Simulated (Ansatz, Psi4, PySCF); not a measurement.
hydrogen fluoride, charge +1, doublet, geometry from GFN2-xTB (a state made from the parent by changing its charge; the spin is typed, not shown lowest). Base run: WB97X-V/def2-SVPD (PySCF).

The PySCF input:
```python
from pyscf import gto, scf, dft

mol = gto.M(
    atom='''
F    -0.000000   -0.000000   -0.104433
H     0.000000    0.000000    0.939898
''',
    basis='def2-svpd',
    charge=1,
    spin=1,
    verbose=4,
)

mf = dft.UKS(mol)
mf.xc = 'wb97x_v'
mf.kernel()
```

The same geometry, method and basis name were run in Ansatz (an electronic-structure program) and Psi4 and PySCF, at each program's defaults and at the settings that a row names. The base is PySCF at its defaults. Differences at the defaults can come from grids, fitting, cores and function types together.

```csv
code and settings,ΔE vs base (µEh),basis functions,E (Eh),SCF cycles
"PySCF, defaults (exact integrals, its default grid, spherical functions)",0.0,31,-99.74559,9
"Psi4, defaults (density fitting with its default set, its default grid, spherical functions)",-19.6,31,-99.74561,8
"Ansatz, defaults (factorised integrals, its default grid, spherical functions)",2.0,31,-99.74559,-
"PySCF, density fitting with def2-universal-jkfit",-15.3,31,-99.74561,9
"PySCF, fine grid",-0.4,31,-99.74559,9
"Psi4, exact integrals, spherical functions, fine grid",-0.5,31,-99.74559,10
"Ansatz, high accuracy",-0.3,31,-99.74559,-
```

Open shells are given as the SCF converged; they aren't shown to be the lowest states, and a large step between rows can be another state.
